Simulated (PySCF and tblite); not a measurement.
Values are calculated unless marked as measured or tabulated.
System: C₉H₇N, numbered as in [CH2:1]=[CH:2][c:3]1[cH:4][cH:5][c:6]([C:7]#[N:8])[cH:9][cH:10]1.

For the rotation about the C3–C2 bond (torsion C4–C3–C2–C1 from 0° to 180°, rising): electronic barrier 3.91 kcal/mol, zero-point change -0.27 kcal/mol, thermal and entropy terms at 200 K a further 0.49 kcal/mol (symmetry numbers apart). The minimum is Cs, the saddle Cs. Geometries: GFN2-xTB; energies: PBE0/pcSseg-1 + D3(BJ); zero-point and thermal terms from GFN2-xTB harmonic modes (soft modes blended into free rotors). Rate constants are transition-state-theory values, counting equivalent paths, without tunnelling. (PySCF 2.14 with density fitting, tblite 0.8.)

(1) How many equivalent paths lead out of the minimum?

(2) Work out the rate at 200 K.

## Answers

(1) 2: the symmetry number of the minimum is 1, that of the saddle displaced along its mode 1, and the displaced saddle is chiral while the minimum is not, which doubles the count.

(2) ΔG‡ = 4.13 kcal/mol; k_B T/h = 4.2×10¹² s⁻¹; exp(−ΔG‡/RT) = 3.1×10⁻⁵; times 2 gives k = 2.6×10⁸ s⁻¹. Wigner's tunnelling factor for the 108i cm⁻¹ mode would be 1.02.
